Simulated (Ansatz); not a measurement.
Geometry optimisation, Ansatz, RKS PBE-D4/def2-SVP.

Input:

```yaml
crystal:
  periodic: [false, false, false]
  atoms:
    - { symbol: B, position_ang: [0.0, 0.0, 0.0] }
    - { symbol: O, position_ang: [0.0, 0.0, 1.76] }
    - { symbol: H, position_ang: [-0.9095, -0.2814, 2.0971] }
    - { symbol: F, position_ang: [1.1431, 0.0, -0.66] }
    - { symbol: C, position_ang: [-1.3856, 0.0, -0.8] }
    - { symbol: H, position_ang: [-1.9458, -0.9305, -0.5708] }
    - { symbol: H, position_ang: [-1.9898, 0.8797, -0.4946] }
    - { symbol: H, position_ang: [-1.1839, 0.0508, -1.8903] }
    - { symbol: S, position_ang: [0.0982, 2.076, 0.6906] }
    - { symbol: H, position_ang: [0.6507, 2.1151, 1.9763] }
    - { symbol: H, position_ang: [0.0529, 1.1186, 1.6867] }
basis:
  gaussian: { orbitals: def2-SVP }
hamiltonian:
  xc: pbe
  dispersion: d4
relax:
  f_tol: 0.15
  max_steps: 25
  restrain:
    - { distance: [0, 8], at: 3.09, k: 30.0 }
    - { distance: [10, 1], at: 2.21, k: 30.0 }
    - { distance: [0, 1], at: 1.41, k: 30.0 }
    - { distance: [10, 8], at: 1.4, k: 30.0 }
```

Launched with:

```bash
$ ansatz run input.yaml --threads 2 --pin off --max-ram 3072MiB --backend cpu --events-out ev --progress --plain --runs-dir out
```

Task: Where does it end, and by what steps?

Result: The forces met the threshold. The restraints hold the end off the free minimum; the threshold counts their pulls, which the force column leaves out. Restrained pairs: B1–S9 (2.19 → 3.09 Å), O2–H11 (1.12 → 2.21 Å), B1–O2 (1.76 → 1.39 Å), S9–H11 (1.38 → 1.38 Å). After 13 steps the energy has fallen by 4.039 eV (the restraints' own energy left out); H10 moved furthest, 1.26 Å.

| step | energy less start (eV) | largest force component (eV/Å) | accepted |
| --- | --- | --- | --- |
| 0 | 0.0000 | 6.617 | yes |
| 1 | -0.9357 | 2.810 | yes |
| 2 | -1.3434 | 2.203 | yes |
| 3 | -1.8193 | 2.237 | yes |
| 4 | -2.9530 | 1.732 | yes |
| 5 | -3.5881 | 1.864 | yes |
| 6 | -3.8710 | 1.005 | yes |
| 7 | -3.9416 | 0.599 | yes |
| 8 | -3.9786 | 0.501 | yes |
| 9 | -3.9859 | 0.693 | yes |
| 10 | -4.0045 | 0.814 | yes |
| 11 | -4.0155 | 0.701 | yes |
| 12 | -4.0334 | 0.576 | yes |
| 13 | -4.0393 | 0.593 | yes |

```xyz
11
Properties=species:S:1:pos:R:3
B -0.127 -0.181 0.221
O -0.247 -0.589 1.549
H -1.179 -0.758 1.773
F 1.143 -0.008 -0.183
C -1.339 -0.058 -0.780
H -1.811 -1.052 -0.944
H -2.126 0.613 -0.381
H -1.026 0.334 -1.766
S -0.007 2.714 1.309
H 1.279 2.461 0.939
H -0.030 1.551 2.059
```

Time of the run: 30 s on 2 threads of Arm Neoverse V2, with other jobs on the host, peak memory 0.18 GiB.
